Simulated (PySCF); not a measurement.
# `CN(C)/C(Cl)=C/C=[N+](C)C`, [C₇H₁₄ClN₂]+, charge +1

Molfile (atoms numbered from 1):
```
C7H14ClN2
     RDKit          3D

 24 23  0  0  0  0  0  0  0  0999 V2000
    3.3915    0.1351    0.4668 C   0  0  0  0  0  0  0  0  0  0  0  0
    2.1523    0.8469    0.7572 N   0  0  0  0  0  0  0  0  0  0  0  0
    2.2561    2.2630    1.0842 C   0  0  0  0  0  0  0  0  0  0  0  0
    0.9551    0.2758    0.7121 C   0  0  0  0  0  0  0  0  0  0  0  0
    0.9033   -1.3572    0.1794 Cl  0  0  0  0  0  0  0  0  0  0  0  0
   -0.2372    0.9259    1.0631 C   0  0  0  0  0  0  0  0  0  0  0  0
   -1.4863    0.3205    0.9512 C   0  0  0  0  0  0  0  0  0  0  0  0
   -2.6382    0.8678    1.2811 N   0  0  0  0  0  0  0  0  0  0  0  0
   -3.8883    0.1464    1.1167 C   0  0  0  0  0  0  0  0  0  0  0  0
   -2.7079    2.2150    1.8190 C   0  0  0  0  0  0  0  0  0  0  0  0
    3.3295   -0.9070    0.7985 H   0  0  0  0  0  0  0  0  0  0  0  0
    4.2085    0.6256    1.0083 H   0  0  0  0  0  0  0  0  0  0  0  0
    3.6139    0.1555   -0.6121 H   0  0  0  0  0  0  0  0  0  0  0  0
    2.0395    2.4412    2.1495 H   0  0  0  0  0  0  0  0  0  0  0  0
    3.2768    2.5990    0.8745 H   0  0  0  0  0  0  0  0  0  0  0  0
    1.5656    2.8557    0.4673 H   0  0  0  0  0  0  0  0  0  0  0  0
   -0.1620    1.9404    1.4474 H   0  0  0  0  0  0  0  0  0  0  0  0
   -1.5474   -0.6981    0.5579 H   0  0  0  0  0  0  0  0  0  0  0  0
   -4.3936    0.0360    2.0882 H   0  0  0  0  0  0  0  0  0  0  0  0
   -4.5548    0.6927    0.4321 H   0  0  0  0  0  0  0  0  0  0  0  0
   -3.6939   -0.8501    0.7024 H   0  0  0  0  0  0  0  0  0  0  0  0
   -2.3197    2.9448    1.0915 H   0  0  0  0  0  0  0  0  0  0  0  0
   -2.1274    2.2916    2.7512 H   0  0  0  0  0  0  0  0  0  0  0  0
   -3.7519    2.4646    2.0381 H   0  0  0  0  0  0  0  0  0  0  0  0
  1  2  1  0
  2  3  1  0
  2  4  1  0
  4  5  1  0
  4  6  2  0
  6  7  1  0
  7  8  2  0
  8  9  1  0
  8 10  1  0
  1 11  1  0
  1 12  1  0
  1 13  1  0
  3 14  1  0
  3 15  1  0
  3 16  1  0
  6 17  1  0
  7 18  1  0
  9 19  1  0
  9 20  1  0
  9 21  1  0
 10 22  1  0
 10 23  1  0
 10 24  1  0
M  CHG  1   8   1
M  END
```

Level of theory: TDDFT CAM-B3LYP/def2-SVPD excited states, vertical, gas phase in PySCF 2.14.0. Geometry: PBE0-D3(BJ)/def2-SVP.

Question: How strongly do the lowest singlets absorb one photon, and two photons of half the energy?

Answer: δ for parallel linear polarisation; σ at the peak of a Lorentzian of half width 0.1 eV, single beam; Ω is circular over linear.
| state | E (eV) | f | photon λ (nm) | δ (au) | σ (GM) | Ω | main |
| --- | --- | --- | --- | --- | --- | --- | --- |
| S1 | 4.49 | 0.795 | 552 | 54.9 | 0.41 | 1.43 | HOMO→LUMO 0.97 |
| S2 | 6.25 | 0.009 | 396 | 19.4 | 0.28 | 1.18 | HOMO→LUMO+1 0.72, HOMO→LUMO+2 0.14 |
| S3 | 6.39 | 0.093 | 388 | 410 | 6.14 | 0.93 | HOMO−1→LUMO 0.80, HOMO−2→LUMO 0.10 |
| S4 | 6.56 | 0.020 | 378 | 69.9 | 1.10 | 1.09 | HOMO−2→LUMO 0.86, HOMO−1→LUMO 0.09 |
| S5 | 6.75 | 0.034 | 367 | 40.9 | 0.68 | 1.37 | HOMO→LUMO+2 0.66, HOMO→LUMO+1 0.19 |
| S6 | 7.17 | 0.003 | 346 | 143 | 2.70 | 1.50 | HOMO→LUMO+3 0.57, HOMO→LUMO+4 0.21 |

Among these, the strongest one-photon state is S1, the strongest two-photon state S3.
